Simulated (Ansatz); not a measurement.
A nudged elastic band was laid between two geometries of CH6ClNSi2 (11 atoms, charge 0, multiplicity 1).

Level of theory: RKS PBE0/STO-3G in Ansatz.

| Quantity | Value |
| --- | --- |
| movable images | 5 |
| climbing image | yes |
| spring | 5.0 eV/Å² |
| optimiser | quadratic models (default) |
| start path | through a guess of the saddle point |
| force threshold | 0.05 eV/Å |
| iteration limit | 60 |
| end points | relaxed |

Initial state:

```xyz
11
Properties=species:S:1:pos:R:3
Si -1.669 0.149 1.042
N -0.384 1.259 0.449
C 0.621 0.875 -0.226
Si 1.299 -0.754 -0.912
Cl 1.821 2.233 -0.723
H -2.816 0.968 1.344
H -2.010 -0.836 0.040
H -1.178 -0.500 2.236
H 0.452 -1.831 -0.458
H 2.641 -0.935 -0.415
H 1.289 -0.685 -2.354
```

Final state:

```xyz
11
Properties=species:S:1:pos:R:3
Si -1.793 0.605 1.262
N -0.709 -0.416 0.240
C 0.399 -0.003 -0.218
Si 1.619 -0.959 -1.291
Cl 1.043 1.751 0.118
H -2.936 -0.217 1.576
H -1.097 0.978 2.471
H -2.204 1.766 0.507
H 1.085 -2.279 -1.520
H 2.878 -1.032 -0.589
H 1.780 -0.250 -2.537
```

(1) Which bonds break or form, and what moves?

(2) What energy profile does the band end with?

(3) What is the geometry of the highest image?

(4) What are the harmonic wavenumbers there?

Results:

(1) No bond is made or broken. The dihedral Si1–N2–C3–Si4 changes from 0 to -180° by way of a nearly straight angle Si1–N2–C3 (up to 168°), not by a turn about the bond.

(2) The forces met the threshold. The highest image is number 2 of 0 to 6, 0.180 eV above the first end and 0.499 eV above the last; the last end lies 0.318 eV below the first. A vibrational analysis at the climbing image gives one clearly imaginary mode, 124i cm⁻¹: a first-order saddle point. Limits of this set-up: minimal basis.

```json
{"image": "0", "path coordinate (Å)": "0.00", "energy (eV)": "0.000", "angle Si1–N2–C3 (°)": "124"}
{"image": "1", "path coordinate (Å)": "1.57", "energy (eV)": "-0.003", "angle Si1–N2–C3 (°)": "127"}
{"image": "2", "path coordinate (Å)": "3.13", "energy (eV)": "0.180", "angle Si1–N2–C3 (°)": "168"}
{"image": "3", "path coordinate (Å)": "4.43", "energy (eV)": "-0.135", "angle Si1–N2–C3 (°)": "142"}
{"image": "4", "path coordinate (Å)": "5.72", "energy (eV)": "-0.291", "angle Si1–N2–C3 (°)": "127"}
{"image": "5", "path coordinate (Å)": "7.02", "energy (eV)": "-0.294", "angle Si1–N2–C3 (°)": "127"}
{"image": "6", "path coordinate (Å)": "8.31", "energy (eV)": "-0.318", "angle Si1–N2–C3 (°)": "123"}
```

(3) 
```xyz
11
Properties=species:S:1:pos:R:3
Si -1.840 0.253 1.331
N -0.359 0.546 0.493
C 0.666 0.526 -0.191
Si 1.483 -0.771 -1.303
Cl 1.790 2.098 -0.247
H -2.855 1.025 0.652
H -2.171 -1.157 1.296
H -1.673 0.684 2.701
H 0.671 -1.965 -1.272
H 2.804 -1.050 -0.795
H 1.550 -0.247 -2.646
```

(4) 124i, 43, 99, 153, 172, 330, 409, 426, 661, 747, 774, 807, 843, 907, 1025, 1059, 1085, 1095, 1102, 1106, 2129, 2661, 2681, 2711, 2732, 2739, 2746 cm⁻¹.

Run time: 3.9 min on 1 CPU thread of a shared host.
